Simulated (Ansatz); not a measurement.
The inner images of a band of CH3NOTe (7 atoms, charge 0, multiplicity 1) are given out of order.

Method: RKS PBE0-D4/def2-SVP in Ansatz.

First end point:

```xyz
7
Properties=species:S:1:pos:R:3
N 0.908 1.106 0.367
C 0.261 0.217 0.973
O -0.386 -0.882 0.529
Te -0.351 -1.375 -1.437
H 0.946 0.928 -0.645
H 0.138 0.260 2.069
H -1.516 -0.253 -1.856
```

Last end point:

```xyz
7
Properties=species:S:1:pos:R:3
N 1.111 0.903 0.426
C 0.046 0.334 0.710
O -0.599 -0.573 -0.134
Te 0.001 -0.982 -2.261
H 1.444 0.653 -0.520
H -0.497 0.460 1.657
H -1.506 -0.795 0.122
```

Question: Put them in order from the first end to the last, with their energies above the first end.
A.
```xyz
7
Properties=species:S:1:pos:R:3
N 1.003 0.992 0.355
C 0.099 0.272 0.805
O -0.572 -0.760 0.083
Te -0.062 -1.127 -2.079
H 1.203 0.798 -0.642
H -0.257 0.309 1.844
H -1.414 -0.484 -0.364
```
B.
```xyz
7
Properties=species:S:1:pos:R:3
N 0.985 1.103 0.408
C 0.266 0.233 0.960
O -0.353 -0.864 0.473
Te -0.324 -1.275 -1.512
H 1.107 0.920 -0.596
H 0.044 0.291 2.039
H -1.725 -0.408 -1.773
```
C.
```xyz
7
Properties=species:S:1:pos:R:3
N 0.998 1.113 0.398
C 0.261 0.238 0.917
O -0.243 -0.911 0.423
Te -0.323 -1.182 -1.585
H 1.223 0.886 -0.580
H -0.086 0.340 1.959
H -1.831 -0.484 -1.533
```
D.
```xyz
7
Properties=species:S:1:pos:R:3
N 0.988 1.103 0.363
C 0.232 0.233 0.869
O -0.237 -0.915 0.366
Te -0.287 -1.099 -1.678
H 1.220 0.859 -0.611
H -0.160 0.348 1.895
H -1.755 -0.529 -1.204
```
E.
```xyz
7
Properties=species:S:1:pos:R:3
N 0.990 1.077 0.343
C 0.199 0.235 0.840
O -0.338 -0.864 0.315
Te -0.274 -1.063 -1.810
H 1.174 0.862 -0.649
H -0.159 0.330 1.882
H -1.592 -0.576 -0.921
```
F.
```xyz
7
Properties=species:S:1:pos:R:3
N 1.005 1.028 0.347
C 0.146 0.254 0.828
O -0.500 -0.796 0.236
Te -0.225 -1.085 -1.939
H 1.187 0.829 -0.648
H -0.194 0.337 1.873
H -1.419 -0.568 -0.697
```
G.
```xyz
7
Properties=species:S:1:pos:R:3
N 1.056 0.950 0.381
C 0.076 0.289 0.752
O -0.572 -0.675 -0.053
Te 0.045 -1.070 -2.175
H 1.296 0.752 -0.607
H -0.367 0.330 1.757
H -1.535 -0.576 -0.056
```

Answer: B (+1.0 kJ/mol), C (+6.7 kJ/mol), D (+34.0 kJ/mol), E (+102.6 kJ/mol), F (+161.4 kJ/mol), A (+98.4 kJ/mol), G (+74.2 kJ/mol).

The run took 2.6 min on 2 threads of Intel(R) Xeon(R) Platinum 8488C (Sapphire Rapids) (shared host), peak memory 0.2 GiB.
